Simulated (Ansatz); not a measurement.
Consider the atomization: `C[C](C)(C)[Sn]([F])([F])[C](C)(C)C` → 8 C• + 2 F• + 18 H• + Sn•.

Program: Ansatz. Geometries: PBE0-D4/def2-TZVP. ΔE: electronic, gas phase. CCSD(T)/CBS is the MP2 limit (def2-TZVPP, def2-QZVPP) plus CCSD(T) − MP2 in def2-TZVPP, frozen cores. This one scheme is used for every species, atoms too. Functionals use def2-TZVPP. B3LYP here is the variant with VWN-RPA as its local correlation; programs differ in this. HSE06 is defined as in plane-wave codes. Open shells (•) are unrestricted, without spin–orbit coupling. Spin–orbit coupling would lower the free atoms: a little for C, F; strongly for Sn. Elements past krypton have def2 core potentials. For Sn outer-core shells are correlated without core-valence functions, so the limit isn't a true one: a few kJ/mol of doubt a bond, and 10 to 20 or more in all where bonds break to atoms.

`C[C](C)(C)[Sn]([F])([F])[C](C)(C)C`:

```xyz
29

C     0.118    1.802   -1.914
C     0.037    0.282   -1.961
C     1.412   -0.332   -2.184
C    -0.938   -0.173   -3.038
Sn   -0.754   -0.433   -0.079
F    -1.036   -2.328   -0.356
F    -2.560    0.263   -0.019
C    -0.045   -0.286    1.961
C     1.303   -0.985    2.062
C    -1.082   -0.986    2.828
C     0.071    1.184    2.339
H     0.473    2.178   -2.882
H     0.818    2.157   -1.152
H    -0.856    2.257   -1.723
H     2.136   -0.016   -1.427
H     1.376   -1.425   -2.189
H     1.801   -0.012   -3.159
H    -1.936    0.244   -2.886
H    -0.579    0.168   -4.018
H    -1.025   -1.261   -3.075
H     1.651   -0.960    3.103
H     1.243   -2.035    1.762
H     2.071   -0.498    1.453
H    -2.063   -0.511    2.754
H    -0.765   -0.940    3.878
H    -1.193   -2.039    2.559
H     0.386    1.267    3.387
H     0.816    1.710    1.735
H    -0.883    1.708    2.241
```

```json
{"level": "LDA (SPW92)", "ΔE (kJ/mol)": "12911.4", "difference from CCSD(T)/CBS": "1517.8"}
{"level": "PBE-D4", "ΔE (kJ/mol)": "11563.5", "difference from CCSD(T)/CBS": "169.9"}
{"level": "revPBE-D4", "ΔE (kJ/mol)": "11312.8", "difference from CCSD(T)/CBS": "-80.8"}
{"level": "BLYP-D4", "ΔE (kJ/mol)": "11301.9", "difference from CCSD(T)/CBS": "-91.7"}
{"level": "B97M-V", "ΔE (kJ/mol)": "11384.8", "difference from CCSD(T)/CBS": "-8.8"}
{"level": "PBE0-D4", "ΔE (kJ/mol)": "11404.4", "difference from CCSD(T)/CBS": "10.8"}
{"level": "B3LYP-D4", "ΔE (kJ/mol)": "11342.8", "difference from CCSD(T)/CBS": "-50.8"}
{"level": "r2SCANh-D4", "ΔE (kJ/mol)": "11328.3", "difference from CCSD(T)/CBS": "-65.3"}
{"level": "r2SCAN0-D4", "ΔE (kJ/mol)": "11251.1", "difference from CCSD(T)/CBS": "-142.5"}
{"level": "HSE06-D4", "ΔE (kJ/mol)": "11409.2", "difference from CCSD(T)/CBS": "15.6"}
{"level": "BHLYP-D4", "ΔE (kJ/mol)": "11070.6", "difference from CCSD(T)/CBS": "-323.0"}
{"level": "CAM-B3LYP-D4", "ΔE (kJ/mol)": "11398.4", "difference from CCSD(T)/CBS": "4.8"}
{"level": "ωB97X-V", "ΔE (kJ/mol)": "11379.1", "difference from CCSD(T)/CBS": "-14.5"}
{"level": "ωB97M-V", "ΔE (kJ/mol)": "11372.4", "difference from CCSD(T)/CBS": "-21.2"}
{"level": "B2PLYP", "ΔE (kJ/mol)": "11227.5", "difference from CCSD(T)/CBS": "-166.1"}
{"level": "PBE-QIDH", "ΔE (kJ/mol)": "11327.0", "difference from CCSD(T)/CBS": "-66.6"}
{"level": "PBE", "ΔE (kJ/mol)": "11484.1", "difference from CCSD(T)/CBS": "90.5"}
{"level": "BLYP", "ΔE (kJ/mol)": "11133.8", "difference from CCSD(T)/CBS": "-259.8"}
{"level": "r2SCAN", "ΔE (kJ/mol)": "11360.9", "difference from CCSD(T)/CBS": "-32.7"}
{"level": "PBE0", "ΔE (kJ/mol)": "11335.9", "difference from CCSD(T)/CBS": "-57.7"}
{"level": "B3LYP", "ΔE (kJ/mol)": "11217.2", "difference from CCSD(T)/CBS": "-176.4"}
{"level": "r2SCANh", "ΔE (kJ/mol)": "11304.7", "difference from CCSD(T)/CBS": "-88.9"}
{"level": "r2SCAN0", "ΔE (kJ/mol)": "11225.3", "difference from CCSD(T)/CBS": "-168.3"}
{"level": "HSE06", "ΔE (kJ/mol)": "11345.0", "difference from CCSD(T)/CBS": "-48.6"}
{"level": "BHLYP", "ΔE (kJ/mol)": "10973.3", "difference from CCSD(T)/CBS": "-420.3"}
{"level": "CAM-B3LYP", "ΔE (kJ/mol)": "11328.4", "difference from CCSD(T)/CBS": "-65.2"}
{"level": "HF/def2-SVP", "ΔE (kJ/mol)": "8573.1", "difference from CCSD(T)/CBS": "-2820.5"}
{"level": "MP2/def2-SVP", "ΔE (kJ/mol)": "10996.0", "difference from CCSD(T)/CBS": "-397.6"}
{"level": "CCSD/def2-SVP", "ΔE (kJ/mol)": "10786.8", "difference from CCSD(T)/CBS": "-606.8"}
{"level": "CCSD(T)/def2-SVP", "ΔE (kJ/mol)": "10889.7", "difference from CCSD(T)/CBS": "-503.9"}
{"level": "HF/def2-TZVPP", "ΔE (kJ/mol)": "8470.5", "difference from CCSD(T)/CBS": "-2923.1"}
{"level": "MP2/def2-TZVPP", "ΔE (kJ/mol)": "11272.1", "difference from CCSD(T)/CBS": "-121.5"}
{"level": "SCS-MP2/def2-TZVPP", "ΔE (kJ/mol)": "11202.8", "difference from CCSD(T)/CBS": "-190.8"}
{"level": "CCSD/def2-TZVPP", "ΔE (kJ/mol)": "10974.6", "difference from CCSD(T)/CBS": "-419.0"}
{"level": "CCSD(T)/def2-TZVPP", "ΔE (kJ/mol)": "11129.0", "difference from CCSD(T)/CBS": "-264.6"}
{"level": "HF/def2-QZVPP", "ΔE (kJ/mol)": "8485.5", "difference from CCSD(T)/CBS": "-2908.1"}
{"level": "MP2/def2-QZVPP", "ΔE (kJ/mol)": "11429.1", "difference from CCSD(T)/CBS": "35.5"}
{"level": "SCS-MP2/def2-QZVPP", "ΔE (kJ/mol)": "11376.6", "difference from CCSD(T)/CBS": "-17.0"}
{"level": "MP2/CBS(def2)", "ΔE (kJ/mol)": "11536.7", "difference from CCSD(T)/CBS": "143.1"}
{"level": "CCSD/CBS(def2)", "ΔE (kJ/mol)": "11239.2", "difference from CCSD(T)/CBS": "-154.4"}
{"level": "CCSD(T)/CBS", "ΔE (kJ/mol)": "11393.6", "difference from CCSD(T)/CBS": "0"}
```

Largest T1 diagnostic among the species: 0.012.

In def2-TZVPP, CCSD(T) changes the Hartree–Fock value by +2658.5 kJ/mol (the triples alone add +154.4 kJ/mol) and MP2 by +2801.6 kJ/mol; breaking electron pairs costs correlation energy, which Hartree–Fock lacks. The D4 term adds +125.6 kJ/mol with B3LYP and +68.5 kJ/mol with PBE0; it sums over pairs of atoms, weighted by their polarisabilities, and B3LYP, whose exchange is more repulsive, gets the larger term. From BLYP to BHLYP (50 % exact exchange), in def2-TZVPP and without D4, ΔE moves by −160.5 kJ/mol: exact exchange takes away binding that semilocal exchange gives to molecules.

For atomizations the MP2-based limit and the directly extrapolated one differ by several kJ/mol either way, and by 10 to 25 for some Ge, Se and Sn compounds, so smaller differences from it don't rank the levels.
